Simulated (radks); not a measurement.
Question: Ru+, configuration [Kr] 4d6 5s1 (not the ground configuration). Calculated with a radial shooting solver on a logarithmic mesh with Libxc functionals: scalar-relativistic Kohn-Sham, r2SCAN, spin-unpolarised, spherical densities, finite nucleus; meta-GGA in the generalised Kohn-Sham scheme; Fermi nuclear charge, rms radius 4.4809 fm. Some entries of the table are withheld. Estimate them.

| orbital | occ. | eigenvalue (eV) | <r^2> (bohr^2) |
|---|---|---|---|
| 1s | 2 | -21994.68 | 0.001510 |
| 2s | 2 | -3185.281 | 0.02499 |
| 2p | 6 | -2851.301 | (1) |
| 3s | 2 | -576.0456 | 0.1847 |
| 3p | 6 | -465.2885 | (2) |
| 3d | 10 | -287.5865 | 0.1767 |
| 4s | 2 | -89.8366 | 1.177 |
| 4p | 6 | -58.9569 | (3) |
| 4d | 6 | -15.5223 | (4) |
| 5s | 1 | -11.6273 | 9.833 |

Answer: 
(1) 2p <r^2> (bohr^2): 0.01970
(2) 3p <r^2> (bohr^2): 0.1882
(3) 4p <r^2> (bohr^2): 1.446
(4) 4d <r^2> (bohr^2): 2.954
